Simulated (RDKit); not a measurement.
A run for RDKit: MMFF94 on C3H10Si (SMILES CC[SiH2]C), a point of a torsion scan.

```python
from rdkit import Chem
from rdkit.Chem import AllChem, rdDetermineBonds

blocks = [
'''14

C     1.93092496    0.29792138   -0.78290985
C     0.90177247    0.40451350    0.33615519
Si   -0.58991657   -0.75223527    0.08214644
C    -1.80409029   -0.54054816    1.52521612
H     2.77100788    0.96910455   -0.60894142
H     1.48332561    0.55492415   -1.74030146
H     2.31579058   -0.71689910   -0.85365930
H     1.38992571    0.17891305    1.28667204
H     0.56242847    1.44017251    0.40570152
H    -1.26030404   -0.41974830   -1.18318170
H    -0.12609003   -2.14603372    0.02463094
H    -1.33904462   -0.78002245    2.47709501
H    -2.66201492   -1.19458691    1.40642518
H    -2.17537328    0.47818741    1.58879503
''',
]
mol = None
for b in blocks:
    f = Chem.MolFromXYZBlock(b)
    rdDetermineBonds.DetermineBonds(f, charge=0)
    mol = f if mol is None else Chem.CombineMols(mol, f)
Chem.SanitizeMol(mol)
print(Chem.MolToSmiles(Chem.RemoveHs(mol)))
ff = AllChem.MMFFGetMoleculeForceField(mol, AllChem.MMFFGetMoleculeProperties(mol), nonBondedThresh=100.0, ignoreInterfragInteractions=False)
e = ff.CalcEnergy()
print(f'MMFF94 energy {e:.6f} kcal/mol')
```

It printed:

```
CC[SiH2]C
MMFF94 energy -0.285761 kcal/mol
```

The run finished.

Cost: very roughly 0.06 core-seconds.
